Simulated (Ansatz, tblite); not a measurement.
Adding an electron: B₂Sb⁺ (the lowest singlet isomer of a short search). Total charge 1; singlet. Geometry: PBE-D4/def2-TZVP. Ansatz, gas phase; energy differences of separate SCF runs; the reduced species was run as a doublet alone.

```xyz
3

B     0.7564   -0.6860   -0.0374
B     0.3993    0.5679    0.7498
Sb   -1.1557    0.1181   -0.7125
```

In the def2 sets Sb takes a core potential; there is no spin–orbit coupling. The xTB rows come from tblite. The structure comes from a short search, and lower isomers may exist.

```json
{"level": "GFN1-xTB", "−HOMO (eV)": "17.60", "−LUMO (eV)": "16.28", "vertical EA (eV)": "12.34", "HOMO–LUMO gap (eV)": "1.32"}
{"level": "PBE-D4/def2-TZVP", "−HOMO (eV)": "12.51", "−LUMO (eV)": "11.10", "vertical EA (eV)": "8.24", "HOMO–LUMO gap (eV)": "1.40"}
```

Task: Estimate the rows for GFN2-xTB, PBE0-D4/def2-TZVP.

Result: 
```json
{"level": "GFN2-xTB", "−HOMO (eV)": "16.60", "−LUMO (eV)": "14.82", "vertical EA (eV)": "10.61", "HOMO–LUMO gap (eV)": "1.78", "remarks": "–"}
{"level": "PBE0-D4/def2-TZVP", "−HOMO (eV)": "13.45", "−LUMO (eV)": "10.12", "vertical EA (eV)": "8.41", "HOMO–LUMO gap (eV)": "3.32", "remarks": "spin-contaminated (⟨S²⟩ 0.93) (doublet)"}
```

Run but left out: r2SCAN-D4/def2-TZVP (singlet: restricted singlet, unstable towards broken spin symmetry).  Raw xTB energy differences between charge states are shifted by several eV; the methods need an empirical correction for them.
